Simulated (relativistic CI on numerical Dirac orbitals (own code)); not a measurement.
Sn⁴⁸⁺: computed level list

Calculated at this level of theory: Dirac-Coulomb-Breit CI, KLI orbitals optimised for each configuration, QED by a radiative potential, unscaled Slater integrals (own radial code, finite nucleus).

CI space: 1s², 1s2s, 1s2p, 1s3s, 1s3p, 1s3d, 1s4s, 1s4p, 1s4d, 1s4f, 1s5s, 1s5p, 1s5d, 1s5f, 1s5g, 1s6s, 1s6p, 1s6d. Levels of other configurations are missing.

```
No.  Configuration  Term  J   E (eV)    %  Next component (%)  Landé g  Lifetime (s)
  1            1s²    ¹S  0      0.0  100                                           
  2           1s2s    ³S  1  25645.2  100                        1.945      5.95e-12
  3           1s2p   ³P°  1  25715.6   72              28 ¹P°    1.302      4.67e-16
  4           1s2p   ³P°  0  25718.2  100                                   7.26e-10
  5           1s2s    ¹S  0  25720.8  100                                           
  6           1s2p   ³P°  2  25992.5  100                        1.465      6.58e-13
  7           1s2p   ¹P°  1  26025.1   72              28 ³P°    1.144      1.95e-16
  8           1s3s    ³S  1  30475.5  100                        1.951      2.01e-14
  9           1s3p   ³P°  1  30494.7   71              29 ¹P°    1.307      1.42e-15
 10           1s3p   ³P°  0  30495.4  100                                   7.08e-15
 11           1s3s    ¹S  0  30495.7  100                                   2.05e-14
 12           1s3p   ³P°  2  30577.1  100                        1.472      8.07e-15
 13           1s3d    ³D  2  30585.0   61               39 ¹D    1.072      2.51e-15
 14           1s3d    ³D  1  30586.1  100                        0.512      2.55e-15
 15           1s3p   ¹P°  1  30586.4   71              29 ³P°    1.157      6.49e-16
 16           1s3d    ³D  3  30611.4  100                        1.313      2.67e-15
 17           1s3d    ¹D  2  30612.5   61               39 ³D    1.073      2.63e-15
 18           1s4s    ³S  1  32146.1  100                        1.954      2.97e-14
 19           1s4p   ³P°  1  32154.0   71              29 ¹P°    1.308      3.23e-15
 20           1s4p   ³P°  0  32154.3  100                                   1.22e-14
 21           1s4s    ¹S  0  32154.4  100                                   2.94e-14
 22           1s4p   ³P°  2  32188.7  100                        1.475      1.36e-14
 23           1s4d    ³D  2  32191.9   61               39 ¹D    1.075      5.79e-15
 24           1s4d    ³D  1  32192.4  100                        0.516      5.90e-15
 25           1s4p   ¹P°  1  32192.5   71              29 ³P°    1.162      1.52e-15
 26           1s4d    ³D  3  32203.1  100                        1.315      6.22e-15
 27           1s4f   ³F°  3  32203.3   57              43 ¹F°    1.029      1.23e-14
 28           1s4f   ³F°  2  32203.5  100                        0.676      1.23e-14
 29           1s4d    ¹D  2  32203.6   61               39 ³D    1.076      6.06e-15
 30           1s4f   ³F°  4  32208.8  100                        1.236      1.25e-14
 31           1s4f   ¹F°  3  32209.0   57              43 ³F°    1.043      1.25e-14
 32           1s5s    ³S  1  32912.6  100                        1.955      4.71e-14
 33           1s5p   ³P°  1  32916.6   71              29 ¹P°    1.309      6.17e-15
 34           1s5p   ³P°  0  32916.7  100                                   2.08e-14
 35           1s5s    ¹S  0  32916.8  100                                   4.49e-14
 36           1s5p   ³P°  2  32934.3  100                        1.476      2.31e-14
 37           1s5d    ³D  2  32935.9   61               39 ¹D    1.077      1.11e-14
 38           1s5d    ³D  1  32936.2  100                        0.518      1.13e-14
 39           1s5p   ¹P°  1  32936.2   71              29 ³P°    1.164      2.96e-15
 40           1s5d    ³D  3  32941.6  100                        1.317      1.20e-14
 41           1s5f   ³F°  3  32941.8   57              43 ¹F°    1.030      2.36e-14
 42           1s5f   ³F°  2  32941.9  100                        0.678      2.36e-14
 43           1s5d    ¹D  2  32941.9   61               39 ³D    1.078      1.16e-14
 44           1s5f   ³F°  4  32944.6  100                        1.237      2.40e-14
 45           1s5g    ³G  4  32944.6   55               45 ¹G    1.014      4.02e-14
```

Energies count from the lowest computed level; ° marks odd parity; lifetimes are radiative, by E1, M1, E2, M2 decay to levels of this space only; some are left blank where a channel outside the calculation adds to the decay or the decay crosses a small, uncertain gap.

The mean weight of the leading LS term, summed over parents, in these 45 levels is 86 %, and that of the leading jj configuration (from the same eigenvectors) 100 %, so jj coupling describes them better and the LS labels are nominal.

At this charge energies of transitions that change n are usually good to better than 1 %, and those within a shell (Δn = 0) to a few per cent.

LS names give the leading component of a level, which can be under half, so a name can repeat, a term be missing and a line seem to break the LS rules.
